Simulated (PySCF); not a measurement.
Identify the unknown among the candidates.

- UV, first state: lowest singlet excitation: 5.00 eV (248 nm, f = 0.048) [TDDFT CAM-B3LYP/def2-SVPD]
- Polarisability: 89.5 au [CAM-B3LYP/def2-SVPD]
- UV, strongest line: among the 8 lowest singlet transitions: S7 at 6.85 eV (181 nm, f = 0.566) [TDDFT CAM-B3LYP/def2-SVPD]
- Dipole: 1.64 D [CAM-B3LYP/def2-SVPD]
- Rotational structure: rotational constants A, B, C: 3.259, 2.224, 1.334 GHz [GFN2-xTB]
- Triplet: lowest triplet excitation (Tamm–Dancoff): 3.94 eV [TDA CAM-B3LYP/def2-SVPD]

The electronic properties come from PySCF, for the isolated species, density fitting. Levels stand in brackets. Isolated species at its GFN2-xTB geometry, gas phase.

Question: Which candidate is it?
A. `C[C@@H]1C=CC[C@H]1C#N`
B. `C=C[C@@H](C#CC)N=C`
C. `Cc1ccccc1N`

Answer: C. It is `Cc1ccccc1N`. Numbering: `[CH3:1][c:2]1[cH:3][cH:4][cH:5][cH:6][c:7]1[NH2:8]`. Its formula, C7H9N, gives 4 degrees of unsaturation: 1 ring and 3 π bonds in the structure found (Kekulé form). By its constants the optimised geometry is an asymmetric top.

The others, at the same levels:
- `C=C[C@@H](C#CC)N=C` fails: its computed lowest triplet excitation (Tamm–Dancoff) is 4.25 eV (against 3.94 eV), strongest line among the 8 lowest singlet transitions is S6 at 7.06 eV (176 nm, f = 0.059) (against S7 at 6.85 eV) and rotational constant A is 2.491 GHz (against 3.259 GHz).
- `C[C@@H]1C=CC[C@H]1C#N` fails: its computed lowest singlet excitation is 7.02 eV (177 nm, f = 0.033) (against 5.00 eV), lowest triplet excitation (Tamm–Dancoff) is 4.41 eV (against 3.94 eV) and strongest line among the 8 lowest singlet transitions is S2 at 7.12 eV (174 nm, f = 0.242) (against S7 at 6.85 eV).

Each candidate is one conformer, not necessarily the lowest. The conformers computed, where there is a choice (atom-mapped SMILES and torsion angles):
- `[CH3:1][c:2]1[cH:3][cH:4][cH:5][cH:6][c:7]1[NH2:8]`: H–N8–C7–C6 155°, H–N8–C7–C6 19°
- `[CH2:1]=[CH:2][C@@H:3]([C:4]#[C:5][CH3:6])[N:7]=[CH2:8]`: C1–C2–C3–C4 14°, C2–C3–N7–C8 -126°

The conformers of `C[C@@H]1C=CC[C@H]1C#N` aren't listed.
